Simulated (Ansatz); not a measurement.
Ansatz results at the PBE0-D4/def2-TZVP geometry: HOMO energy (ωB97M-V/def2-TZVPP) -9.38 eV; HOMO–LUMO gap (PBE0/def2-TZVPP) 5.37 eV; zero-point energy (PBE0-D4/def2-TZVP) 213.0 kJ/mol.

Each molecule was computed in one conformer, which needn't be the lowest.

(1) Which molecule gave them?
A. `C[CH2][Sn][Cl]`
B. `[NH2][Sn][F]`
C. `[NH2][Sn][N]([SiH3])[SiH3]`
D. `[Cl][Sn][Br]`

Answers

(1) C. The others give `[NH2][Sn][F]`: -9.85, 5.72, 69.4; `C[CH2][Sn][Cl]`: -8.48, 3.70, 170.6; `[Cl][Sn][Br]`: -9.86, 4.69, 4.1.
